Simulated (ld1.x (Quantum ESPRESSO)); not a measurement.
**O: one change to a PAW potential, before and after**

```
Element                 : oxygen
Generator               : ld1.x (Quantum ESPRESSO) 7.5
Type                    : PAW
Functional              : PBEsol
Relativity              : scalar-relativistic
Frozen core             : [He]
Valence charge          : 6
Reference configuration : 2s1 2p5
Partial waves           : 2s (bound): rcut 0.55, rcutus 0.70 bohr; 2s channel at 0.75 Ry: rcut 0.55, rcutus 0.70 bohr; 2p (bound): rcut 1.25, rcutus 1.45 bohr; 2p channel at -0.35 Ry: rcut 1.25, rcutus 1.45 bohr
Local potential         : all-electron potential smoothed inside 0.95 bohr (lloc = -1)
Core correction         : Bessel-smoothed model core, default radius (core density twice the valence density)
Augmentation charge     : BESSEL, radius 0.60 bohr
```

Change: all radii but the core radius scaled by about 1.37 (s 0.96, p 1.98 bohr, rcut 0.76/1.70); local potential all-electron potential smoothed inside 1.30 bohr (lloc = -1); augmentation BESSEL, radius 0.82 bohr.

Cutoffs: the cutoffs (Ry, on a coarse ladder) from which the occupation-weighted sum of valence levels, in a spherical-Bessel basis at the reference potential, stays within 10 and 1 mRy of its value at 400 Ry; they do not see the model core or the augmentation charge, which bear on the density cutoff. Errors are all-electron minus pseudo energies relative to the spin-unpolarised reference configuration.

Problem. Predict the effect on cutoff, ghosts and configuration errors.

Solution. The potential gets softer (60 Ry and 90 Ry → 18 Ry and 30 Ry); of the 7 tests that both files solve, the error grows in 7 and shrinks in 0 by more than 15 % and 0.3 meV (median size 18.3 → 28.2 meV); neither file shows a bound ghost. A larger radius leaves more room for a smooth pseudo-wave, so fewer plane waves are needed. More of the atom is replaced by a form fitted at one configuration, so other configurations suffer.

```tsv
quantity	base	changed
cutoff, loose	60 Ry	18 Ry
cutoff, tight	90 Ry	30 Ry
loose cutoff by channel (10 mRy a level)	s 55 Ry, p 30 Ry	s 18 Ry, p 15 Ry
bound ghosts	none	none
error for 2s2 2p4, meV [ΔE -14.85 eV]	+18	+28
error for 2s2 2p3, meV [ΔE 1.50 eV]	+36	+79
error for 2s2 2p2, meV [ΔE 34.98 eV]	+70	+158
error for 2s0 2p6, meV [ΔE 14.89 eV]	-0.4	+3.3
error for 2s2 2p3.5, meV [ΔE -8.60 eV]	+25	+50
error for 2s2 2p4.3, meV [ΔE -16.96 eV]	+16	+20
error for 2s1 2p4, meV [ΔE 16.64 eV]	+1.2	+1.8
lowest overlap eigenvalue by channel	s 0.58, p 0.93	s 0.52, p 1.00
```
